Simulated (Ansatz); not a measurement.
The inner images of a band of Cl3H4N2Ta + H2 (12 atoms, charge 0, multiplicity 1) are given out of order.

Theory: RKS revPBE-D4/def2-SVP (Ansatz).

Image 0:

```xyz
12
Properties=species:S:1:pos:R:3
Ta 0.014 0.472 0.054
N 1.924 0.235 -0.232
H 2.622 -0.026 0.471
H 2.354 0.334 -1.160
N -0.263 0.147 2.000
H -0.602 -0.741 2.385
H -0.351 0.899 2.693
Cl -0.998 0.997 -2.014
Cl -0.072 2.757 0.680
Cl -0.749 -1.769 -0.155
H 1.938 -3.081 -0.646
H 2.671 -3.289 -0.740
```

Image 8:

```xyz
12
Properties=species:S:1:pos:R:3
Ta -0.131 -0.173 -0.037
N 2.226 -0.157 -0.339
H 2.698 -0.233 0.572
H 2.570 0.706 -0.784
N 0.063 -0.462 1.919
H 0.281 -1.316 2.439
H -0.236 0.279 2.570
Cl 0.004 -0.910 -2.297
Cl 0.421 2.142 0.099
Cl -2.467 -0.185 -0.072
H 0.531 -1.803 0.179
H 2.530 -0.954 -0.913
```

Q: Put them in order from the first end to the last, with their energies above the first end.
A.
```xyz
12
Properties=species:S:1:pos:R:3
Ta -0.022 0.445 0.037
N 1.913 0.304 -0.159
H 2.575 0.082 0.590
H 2.385 0.429 -1.061
N -0.076 0.074 2.004
H -0.261 -0.843 2.429
H -0.065 0.794 2.737
Cl -0.428 0.881 -2.268
Cl -0.571 2.661 0.603
Cl -0.989 -1.697 -0.186
H 1.639 -3.020 -0.670
H 2.388 -3.176 -0.721
```
B.
```xyz
12
Properties=species:S:1:pos:R:3
Ta 0.069 0.088 -0.098
N 2.045 0.426 0.028
H 2.668 0.161 0.798
H 2.603 0.648 -0.804
N 0.328 -0.274 1.854
H -0.381 -0.752 2.422
H 1.132 -0.032 2.441
Cl 0.403 0.101 -2.459
Cl -1.025 2.121 0.007
Cl -1.733 -1.453 -0.030
H 0.870 -2.266 -0.436
H 1.509 -1.833 -0.387
```
C.
```xyz
12
Properties=species:S:1:pos:R:3
Ta -0.016 -0.099 -0.107
N 2.141 0.002 -0.038
H 2.728 -0.115 0.794
H 2.693 0.289 -0.853
N 0.365 -0.219 1.840
H -0.390 -0.534 2.462
H 1.180 0.048 2.399
Cl 0.509 0.210 -2.410
Cl -1.261 1.903 -0.076
Cl -1.902 -1.478 0.038
H 0.796 -1.847 -0.417
H 1.646 -1.224 -0.295
```
D.
```xyz
12
Properties=species:S:1:pos:R:3
Ta -0.178 -0.235 -0.070
N 2.172 -0.195 -0.255
H 2.614 -0.207 0.674
H 2.507 0.644 -0.747
N 0.051 -0.279 1.919
H -0.157 -1.091 2.512
H 0.469 0.458 2.498
Cl 0.041 -0.326 -2.451
Cl 0.305 2.110 0.062
Cl -2.350 -1.049 -0.042
H 0.506 -1.872 0.002
H 2.509 -1.022 -0.764
```
E.
```xyz
12
Properties=species:S:1:pos:R:3
Ta -0.037 0.394 0.008
N 1.926 0.375 -0.085
H 2.551 0.088 0.673
H 2.443 0.603 -0.941
N 0.067 -0.064 1.955
H -0.193 -0.957 2.387
H 0.438 0.566 2.679
Cl -0.071 0.633 -2.367
Cl -0.782 2.562 0.423
Cl -1.297 -1.592 -0.168
H 1.366 -2.974 -0.614
H 2.079 -2.698 -0.614
```
F.
```xyz
12
Properties=species:S:1:pos:R:3
Ta -0.201 -0.285 -0.079
N 2.145 -0.095 -0.102
H 2.652 0.106 0.770
H 2.515 0.513 -0.844
N 0.241 -0.353 1.858
H -0.480 -0.663 2.522
H 1.067 -0.060 2.388
Cl 0.265 -0.110 -2.431
Cl -0.359 2.119 -0.117
Cl -2.266 -1.282 0.091
H 0.560 -1.886 -0.358
H 2.351 -1.068 -0.363
```
G.
```xyz
12
Properties=species:S:1:pos:R:3
Ta -0.003 0.312 -0.039
N 1.972 0.479 0.017
H 2.598 0.098 0.731
H 2.507 0.817 -0.791
N 0.201 -0.191 1.890
H -0.320 -0.931 2.372
H 0.913 0.197 2.522
Cl 0.164 0.279 -2.416
Cl -0.893 2.436 0.178
Cl -1.592 -1.436 -0.068
H 1.155 -2.777 -0.520
H 1.788 -2.348 -0.541
```

A: A (+0.3 kcal/mol), E (+1.8 kcal/mol), G (+3.6 kcal/mol), B (+6.7 kcal/mol), C (+23.0 kcal/mol), F (+6.1 kcal/mol), D (-0.1 kcal/mol).

The run took 7.9 min on 4 threads of Arm Neoverse V1, on a shared host, peak memory 0.25 GiB.
